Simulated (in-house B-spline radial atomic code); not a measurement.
Radial electron density of Gd³⁺, [Xe] (4f5/2)5 (4f7/2)2. Method: Dirac-Hartree-Fock, average of the jj configuration, Fermi nucleus of rms radius 5.1569 fm. Calculated with a B-spline radial code for spherical atoms.

Columns: r (bohr), 4πr²n(r) (electrons per bohr), bar.

```
0.000718    2.405 #
0.000884    3.404 #
 0.00109    4.806 ##
 0.00134    6.709 ###
 0.00165    9.319 ####
 0.00203    12.81 #####
  0.0025    17.43 #######
 0.00308    23.41 #########
 0.00379    30.86 ############
 0.00467    39.89 ################
 0.00575    50.22 ####################
 0.00707    61.21 ########################
 0.00871    71.98 ############################
  0.0107    80.83 ################################
  0.0132    86.38 ##################################
  0.0163    87.29 ##################################
    0.02    84.03 #################################
  0.0246    79.13 ###############################
  0.0303    77.04 ##############################
  0.0373    82.06 ################################
   0.046    94.61 #####################################
  0.0566    108.2 ##########################################
  0.0697    112.9 ############################################
  0.0858    103.9 #########################################
   0.106    89.31 ###################################
    0.13    85.31 #################################
    0.16    94.72 #####################################
   0.197    99.64 #######################################
   0.243    82.14 ################################
   0.299    53.92 #####################
   0.368    41.42 ################
   0.453    47.13 ##################
   0.558    48.98 ###################
   0.687    37.05 ##############
   0.845    22.47 #########
    1.04    14.36 ######
    1.28    10.75 ####
    1.58    7.328 ###
    1.94    3.805 #
    2.39    1.351 #
    2.94   0.3129 
    3.62  0.04291 
    4.46  0.00312 
    5.49 0.0001077
```

On this grid the curve has 4 maxima, near 0.0163, 0.0697, 0.197, 0.558 bohr.

The 5p3/2 radial function P(r) = rR(r), positive near the nucleus, with its small component Q(r) (sign convention: Q ≈ (P' + κP/r)/2c):

```
r (bohr)          P           Q
 0.00134    0.00105  -0.0001247
 0.00203   0.002304  -0.0002738
 0.00308   0.005009  -0.0005965
 0.00467    0.01069   -0.001277
 0.00707    0.02214   -0.002658
  0.0107    0.04399   -0.005327
  0.0163    0.08277    -0.01019
  0.0246     0.1388    -0.01767
  0.0373     0.1976      -0.027
  0.0566     0.2026    -0.03334
  0.0858    0.06903     -0.0278
    0.13    -0.1913   -0.006278
   0.197    -0.2939     0.01603
   0.299    0.07155     0.01395
   0.453     0.4653   -0.006045
   0.687    0.07159    -0.01074
    1.04    -0.7219   9.059e-06
    1.58    -0.8872     0.00552
    2.39    -0.4391    0.003175
    3.62   -0.08454   0.0006266
    5.49  -0.004308   3.206e-05
```
